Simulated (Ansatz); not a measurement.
`C[O][Ga]([SH])[Cl]` + CH₃NH₂ → `C[NH][Ga]([SH])[Cl]` + CH₃OH  (ligand exchange at a Ga–O bond)

Calculated with Ansatz (gas phase, PBE0-D4/def2-TZVP geometries, no zero-point term in ΔE). CCSD(T)/CBS adds triple-zeta CCSD(T) − MP2 to the extrapolated MP2 energy (def2 sets, frozen cores). This one scheme is used for every species. Functionals use def2-TZVPP. B3LYP here is the variant with VWN-RPA as its local correlation; programs differ in this. For Ga outer-core shells are correlated without core-valence functions, which leaves a few kJ/mol of doubt a bond. Scalar relativity is left out up to krypton. Each species was taken in one conformer, which may not be the lowest.

**Question.** Is it downhill or uphill in electronic energy at CCSD(T)/CBS, and by how much? (Best estimate.)

**Answer.** Ansatz gave: Uphill: ΔE = +11.3 kJ/mol.

**Question.** What do these levels give: revPBE-D4, r2SCAN0-D4, BHLYP-D4, PBE-QIDH, PBE, PBE0, B3LYP, r2SCANh, SCS-MP2/def2-TZVPP, CCSD/def2-TZVPP, MP2/def2-QZVPP, SCS-MP2/def2-QZVPP? (Best estimate.)

**Answer.** Ansatz gave: revPBE-D4 15.2, r2SCAN0-D4 15.1, BHLYP-D4 15.5, PBE-QIDH 13.8, PBE 16.6, PBE0 14.2, B3LYP 18.8, r2SCANh 17.2, SCS-MP2/def2-TZVPP 15.9, CCSD/def2-TZVPP 14.8, MP2/def2-QZVPP 11.7, SCS-MP2/def2-QZVPP 14.1 kJ/mol.

Largest T1 diagnostic among the species: 0.013.

Leaving LDA and LC-ωPBE aside and taking each functional with its dispersion term where it has one, the values, not all of them listed here, spread over 9.2 kJ/mol, from PBE0-D4 to B97M-V. LDA lies −5.9 kJ/mol from PBE without D4. At CCSD(T), def2-SVP lies +9.1 kJ/mol from the extrapolated value and def2-TZVPP +3.7 kJ/mol. From BLYP to BHLYP (50 % exact exchange), in def2-TZVPP and without D4, ΔE moves by −3.7 kJ/mol.
